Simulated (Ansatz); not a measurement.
Two members of one family (Series [SnX3]-), computed with Ansatz in the gas phase; def2 core potentials for Sn, no spin–orbit coupling. The two geometries come from different levels. A dash marks a value that wasn't run or was left out as unsound. The structures are stationary points that may keep the symmetry of their start.

First: [SnF3]- (singlet, charge -1, PBE0-D4/def2-TZVPD geometry).

| atom | x (Å) | y (Å) | z (Å) |
| --- | --- | --- | --- |
| Sn1 | 0.363 | -0.188 | -0.670 |
| F2 | -0.565 | -1.566 | 0.440 |
| F3 | -1.148 | 1.119 | -0.630 |
| F4 | 1.350 | 0.635 | 0.861 |

| level | HOMO (eV) | vertical IE (eV) |
| --- | --- | --- |
| PBE-D4/def2-TZVPD | -1.24 | 4.30 |
| r2SCAN-D4/def2-TZVPD | -1.47 | 4.38 |
| PBE0-D4/def2-SVPD | -2.37 | – |
| PBE0-D4/def2-TZVPD | -2.33 | 4.50 |
| ωB97X-V/def2-TZVPD | -4.51 | – |

Second: [SnBr3]- (singlet, charge -1, B3LYP-D4/def2-SVPD geometry).

```xyz
4

Sn   -0.912    0.319    0.125
Br    0.692    0.089    2.285
Br    0.749    1.725   -1.474
Br   -0.529   -2.133   -0.936
```

What does the change do? Estimate second minus first.


```
               level  Δ HOMO (eV)  Δ vertical IE (eV)
   PBE-D4/def2-TZVPD        -0.81                0.08
r2SCAN-D4/def2-TZVPD        -0.81                0.15
   PBE0-D4/def2-SVPD        -0.64                   –
  PBE0-D4/def2-TZVPD        -0.65                0.11
  ωB97X-V/def2-TZVPD        -0.48                   –
```
